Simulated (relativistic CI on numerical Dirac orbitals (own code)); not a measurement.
**Radial parameters of Pb⁷⁺**

These numbers are calculated, not measured: Dirac-Coulomb-Breit CI, KLI orbitals optimised for each configuration, QED by a radiative potential, unscaled Slater integrals (own radial code, finite nucleus).

Slater integrals F^k, G^k are unscaled and averaged over j, outside the closed core [Kr] 4d10 4f14; ζ comes from projecting the Hamiltonian with its Breit term on Σ l·s of the shell.

- 5s2 5p6 5d7: F^2(5d,5d) = 90293, F^4(5d,5d) = 61176, ζ(5d) = 9620.1 cm⁻¹; <r>(5d) = 1.169, <r^2>(5d) = 1.547 (bohr units).
- 5s2 5p6 5d6 6s: F^2(5d,5d) = 91004, F^4(5d,5d) = 61695, ζ(5d) = 9936.8, G^2(5d,6s) = 25931 cm⁻¹; <r>(5d) = 1.159, <r^2>(5d) = 1.522, <r>(6s) = 1.787, <r^2>(6s) = 3.542 (bohr units).
- 5s2 5p6 5d6 5f: F^2(5d,5d) = 91054, F^4(5d,5d) = 61735, ζ(5d) = 9952.2, F^2(5d,5f) = 58768, F^4(5d,5f) = 36668, G^1(5d,5f) = 65093, G^3(5d,5f) = 40137, G^5(5d,5f) = 28557, ζ(5f) = 241.48 cm⁻¹; <r>(5d) = 1.159, <r^2>(5d) = 1.521, <r>(5f) = 1.807, <r^2>(5f) = 3.744 (bohr units).

Q: Give the Racah parameters of the d shell in 5s2 5p6 5d7.

A: B = F²/49 − 5F⁴/441 = 1149 cm⁻¹ and C = 35F⁴/441 = 4855 cm⁻¹.

In this model ζ of a weakly bound d, f or g electron outside closed shells comes out too small, for d by up to a factor of two or three and at times with the wrong sign; that of an outer p electron is too small as well.

Averages of the first 10 configurations, taken without configuration mixing, which lowers the lowest level and can move excited configurations by several eV; other configurations of the list can lie among them:

| Configuration | Parity | States | Average energy above the lowest level (eV) |
| --- | --- | --- | --- |
| 5s2 5p6 5d7 | even | 120 | 5.8 |
| 5s2 5p6 5d6 6s | even | 420 | 32.8 |
| 5s2 5p6 5d6 5f | odd | 2940 | 65.5 |
| 5s2 5p6 5d5 6s2 | even | 252 | 62.5 |
| 5s2 5p6 5d6 6p | odd | 1260 | 49.2 |
| 5s2 5p5 5d8 | odd | 270 | 82.5 |
| 5s2 5p6 5d5 6s 6p | odd | 3024 | 77.9 |
| 5s2 5p6 5d6 5g | even | 3780 | 91.6 |
| 5s2 5p6 5d5 6p2 | even | 3780 | 95.7 |
| 5s2 5p6 5d6 6d | even | 2100 | 69.5 |
